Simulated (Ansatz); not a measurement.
A thermochemical cycle in electronic energies (no zero-point or thermal terms), species as SMILES, kcal/mol. Structures are relaxed separately at B3LYP-D3(BJ)/def2-TZVP in Ansatz (a first-principles code). Correlated levels leave the core frozen unless marked. Open shells are spin-unrestricted. No spin-orbit coupling. No relativistic terms. CBS(X,Y): correlation extrapolated as X^-3; Hartree-Fock from the larger set. [CCSD(T)-MP2]/basis is that difference in the basis named. Anions need diffuse functions, of which def2-TZVPD holds fewer than the aug- sets.

| step | RI-MP2/CBS(aug-cc-pVTZ,aug-cc-pVQZ)+[CCSD(T)-MP2]/aug-cc-pVTZ (Ansatz) | PBE0-D4/def2-TZVPD (Ansatz + dftd4) |
|---|---|---|
| bond energy D: CN (CH5N) → C[NH] + H atom | 108.1 | 103.0 |
| deprotonation energy A: CN (CH5N) [methanamine] → C[NH-] + H+ | 412.2 | 413.6 |
| ionisation of the H atom at the same level, IE | 313.7 | 314.4 |

**Question.** Find the electron affinity EA, positive where the anion is bound: C[NH] + e- → C[NH-].

**Answer.** Breaking the bond, ionising the H atom and attaching the electron to the radical add up to the deprotonation, A = D + IE - EA. At RI-MP2/CBS(aug-cc-pVTZ,aug-cc-pVQZ)+[CCSD(T)-MP2]/aug-cc-pVTZ: EA = D + IE - A = 108.1 + 313.7 - 412.2 = 9.6. At PBE0-D4/def2-TZVPD: EA = D + IE - A = 103.0 + 314.4 - 413.6 = 3.8. The functional differs from the first level by -5.1 in D, -5.8 in EA and +1.4 in A; for EA and A the gap mixes functional and basis. The site is the one shown; other sites or isomers of the anion may lie lower.
